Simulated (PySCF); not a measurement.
Correlation energy of Yb (ytterbium, neutral)

Starting occupation: [Xe] 4f14 5d1 6s1, 5d5/2 with m_j = +5/2, 6s1/2 with m_j = +1/2. Calculation: PySCF 2.14, in x2c-SVPall-2c with one added diffuse shell each of s, p, d, f type (8s11p10d4f1g, 128 functions); X2C-1e with screened-nucleus spin-orbit coupling, Gaussian nucleus. Frozen: [Ar] 3d10; 42 electrons correlated; the 16 highest virtual spinors left out.

MP2 pair energies summed by pair of shells (mhartree):

| pair | energy | share (%) |
| --- | --- | --- |
| 4f5/2-4f7/2 | -222.14 | 17.1 |
| 4f7/2-4f7/2 | -136.65 | 10.5 |
| 4d5/2-4f7/2 | -70.79 | 5.4 |
| 4f5/2-4f5/2 | -67.09 | 5.2 |
| 4f7/2-5p3/2 | -65.25 | 5.0 |
| 4d5/2-4f5/2 | -53.64 | 4.1 |
| 4f5/2-5p3/2 | -51.13 | 3.9 |
| 5p3/2-5p3/2 | -50.95 | 3.9 |
| 5p1/2-5p3/2 | -49.61 | 3.8 |
| 4d3/2-4f7/2 | -47.58 | 3.7 |
| 4d3/2-4d5/2 | -41.80 | 3.2 |
| 4f7/2-5p1/2 | -38.38 | 3.0 |
| 4d3/2-4f5/2 | -33.13 | 2.5 |
| 4d5/2-4d5/2 | -27.84 | 2.1 |
| 4d5/2-4p3/2 | -25.08 | 1.9 |
| 4f7/2-4p3/2 | -23.21 | 1.8 |
| 4f5/2-5p1/2 | -22.09 | 1.7 |
| 4d3/2-4p3/2 | -18.01 | 1.4 |
| 4f5/2-4p3/2 | -17.84 | 1.4 |
| 5p3/2-5s1/2 | -17.74 | 1.4 |
| 4d5/2-4p1/2 | -13.45 | 1.0 |
| 5p1/2-5p1/2 | -12.97 | 1.0 |
| 4d5/2-5p3/2 | -12.41 | 1.0 |
| 4d3/2-4d3/2 | -11.63 | 0.9 |
| 4f7/2-4p1/2 | -10.72 | 0.8 |
| 5p3/2-6s1/2 | -9.67 | 0.7 |
| 5d5/2-5p3/2 | -9.19 | 0.7 |
| 5p1/2-5s1/2 | -8.80 | 0.7 |
| 4f7/2-5s1/2 | -8.48 | 0.7 |
| 4d3/2-4p1/2 | -7.98 | 0.6 |

Total MP2 correlation energy: -1299.6 mhartree.

This basis was not built for core-valence correlation, so the inner-shell part is incomplete.
